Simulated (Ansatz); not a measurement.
Start from `N[Si]1(Cl)CO1` and change one atom or group to get `[AlH2][NH][Si]1(Cl)CO1`.

Ansatz, PBE0-D4/def2-TZVP geometries, multiplicity 1. Each molecule was computed in one conformer, which needn't be the lowest.

```
                               property  `N[Si]1(Cl)CO1`
  LUMO energy (ωB97M-V/def2-TZVPP) / eV             1.96
     LUMO energy (PBE0/def2-TZVPP) / eV             0.36
     HOMO energy (PBE0/def2-TZVPP) / eV            -7.36
    LUMO energy (B3LYP/def2-TZVPP) / eV             0.03
      LUMO energy (PBE/def2-TZVPP) / eV            -0.58
HOMO–LUMO gap (ωB97M-V/def2-TZVPP) / eV            11.59
```

Question: Give the same properties after the change, and the shifts. (Estimate.)

Answer: The calculation gave: 
| property | `[AlH2][NH][Si]1(Cl)CO1` | shift |
| --- | --- | --- |
| LUMO energy (ωB97M-V/def2-TZVPP) / eV | 0.30 | -1.66 |
| LUMO energy (PBE0/def2-TZVPP) / eV | -1.29 | -1.65 |
| HOMO energy (PBE0/def2-TZVPP) / eV | -7.46 | -0.10 |
| LUMO energy (B3LYP/def2-TZVPP) / eV | -1.50 | -1.53 |
| LUMO energy (PBE/def2-TZVPP) / eV | -2.04 | -1.46 |
| HOMO–LUMO gap (ωB97M-V/def2-TZVPP) / eV | 10.00 | -1.59 |

With PBE0 the HOMO falls by 0.10 eV and the LUMO falls by 1.65 eV, so the gap narrows by about 1.55 eV. PBE moves the HOMO by -0.16 eV and ωB97M-V by -0.08 eV.

B3LYP here is the variant with VWN-RPA as its local correlation; programs differ in this.
